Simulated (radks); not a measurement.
Results of a calculation; reference values are marked as such.
Coulomb parameter of the 4f shell of the terbium ion Tb2+ in the model configuration [Xe] 4f7 5d2, as a second difference U = [E(n + 0.5) + E(n - 0.5) - 2 E(n)] / (0.5)^2 with all orbitals relaxed. "Bare": the charge of the atom changes with n. "Screened": the 5d shell takes up the change at fixed total charge, which measures U(4f,4f) + U(5d,5d) - 2 U(4f,5d). Code: a radial shooting solver on a logarithmic mesh with Libxc functionals. Model: scalar-relativistic Kohn-Sham, r2SCAN, spin-unpolarised, spherical densities, finite nucleus; meta-GGA in the generalised Kohn-Sham scheme; Fermi nuclear charge, rms radius 5.06 fm.

\begin{tabular}{lrr}
case & configuration & E - E(n) (eV) \\ \hline
start & [Xe] 4f7 5d2 & 0.000 \\
bare +0.5 & [Xe] 4f7.5 5d2 & -12.611 \\
bare -0.5 & [Xe] 4f6.5 5d2 & 17.149 \\
screened +0.5 & [Xe] 4f7.5 5d1.5 & -5.889 \\
screened -0.5 & [Xe] 4f6.5 5d2.5 & 7.310 \\
\end{tabular}

U(bare) = 18.152 eV, U(screened by 5d) = 5.684 eV, against the Slater integral F0(4f,4f) = 31.869 eV with frozen orbitals.
